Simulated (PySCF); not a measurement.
SMILES [SiH2](O)N, singlet, PBE0/def2-SVP optimised geometry.

```
8

Si     0.00    -0.82     0.00
N     -0.52     0.81     0.00
O     -0.56    -1.65    -1.34
H     -0.52    -1.47     1.25
H      1.49    -0.82     0.00
H     -0.13     1.47    -0.67
H     -1.49     1.03     0.19
H     -0.31    -2.58    -1.42
```

Density from PBE0/def2-TZVP run with PySCF at that geometry.

Minimum of the electron density along straight lines between bonded atoms, close to the bond critical point (lines longer than 1.1 times the sum of covalent radii, or with two minima, are not listed):

| bond | length / Å | ρ at the minimum / e bohr⁻³ | ∇²ρ there / e bohr⁻⁵ | position (fraction from the first atom) |
|---|---|---|---|---|
| Si1–N2 | 1.715 | 0.135 | [?] | 0.40 |
| Si1–O3 | 1.671 | 0.131 | [?] | 0.41 |
| Si1–H4 | 1.495 | 0.121 | 0.14 | 0.49 |
| Si1–H5 | 1.495 | 0.121 | 0.14 | 0.49 |
| N2–H6 | 1.014 | 0.332 | -1.61 | 0.74 |
| N2–H7 | 1.014 | 0.332 | -1.61 | 0.74 |
| O3–H8 | 0.962 | [?] | -2.40 | 0.81 |

Question: Some entries are withheld; supply them.

Answer: 
- Si1–N2, ∇²ρ there / e bohr⁻⁵: 0.58
- Si1–O3, ∇²ρ there / e bohr⁻⁵: 0.75
- O3–H8, ρ at the minimum / e bohr⁻³: 0.355
